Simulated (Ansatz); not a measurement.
Process, species as SMILES: O=BF → B atom + F atom + O atom
B3LYP-D3(BJ)/def2-TZVP geometries, fixed; electronic energies without zero-point terms.

Basis-set convergence of the atomisation energy at MP2 with Ansatz (a first-principles code). All functions are spherical. Cores are frozen. Open shells are unrestricted. No added dispersion term, no relativity. Functions are those of the species that has most. Reference: Hartree-Fock in aug-cc-pVQZ plus the correlation part extrapolated as X^-3 from aug-cc-pVTZ and aug-cc-pVQZ, 381.14 kcal/mol, itself unsure by roughly 1.58 kcal/mol (a third of the extrapolation step and of the last Hartree-Fock step). Deviations are taken from unrounded values.

```
basis        functions  atomisation energy (kcal/mol)
-----------  ---------  -----------------------------
cc-pVDZ             42                         347.27
aug-cc-pVDZ         69                         350.58
def2-SVP            42                         365.06
def2-SVPD           66                         366.28
pcseg-1             42                         358.77
aug-pcseg-1         69                         363.12
6-311G**            54                         356.28
6-311+G**           66                         356.56
cc-pVTZ             90                         370.11
aug-cc-pVTZ        138                         371.44
pcseg-2             90                         373.46
aug-pcseg-2        138                         374.65
def2-TZVPP          93                         370.10
def2-TZVPPD        117                         370.28
cc-pVQZ            165                         376.72
aug-cc-pVQZ        240                         377.52
def2-QZVPP         171                         376.43
def2-QZVPPD        195                         376.46
pcseg-3            180                         378.84
aug-pcseg-3        255                         379.33
```

What the diffuse functions change, pair by pair:
- cc-pVDZ to aug-cc-pVDZ: 27 more functions, deviation -33.87 to -30.56 kcal/mol
- def2-SVP to def2-SVPD: 24 more functions, deviation -16.08 to -14.86 kcal/mol
- pcseg-1 to aug-pcseg-1: 27 more functions, deviation -22.38 to -18.02 kcal/mol
- 6-311G** to 6-311+G**: 12 more functions, deviation -24.86 to -24.58 kcal/mol
- cc-pVTZ to aug-cc-pVTZ: 48 more functions, deviation -11.04 to -9.71 kcal/mol
- pcseg-2 to aug-pcseg-2: 48 more functions, deviation -7.68 to -6.49 kcal/mol
- def2-TZVPP to def2-TZVPPD: 24 more functions, deviation -11.04 to -10.86 kcal/mol
- cc-pVQZ to aug-cc-pVQZ: 75 more functions, deviation -4.42 to -3.63 kcal/mol
- def2-QZVPP to def2-QZVPPD: 24 more functions, deviation -4.71 to -4.69 kcal/mol
- pcseg-3 to aug-pcseg-3: 75 more functions, deviation -2.30 to -1.82 kcal/mol

Leaving out the reference's own pair, they bring the value nearer the reference by more than 1.58 kcal/mol in 2 of 9 pairs.
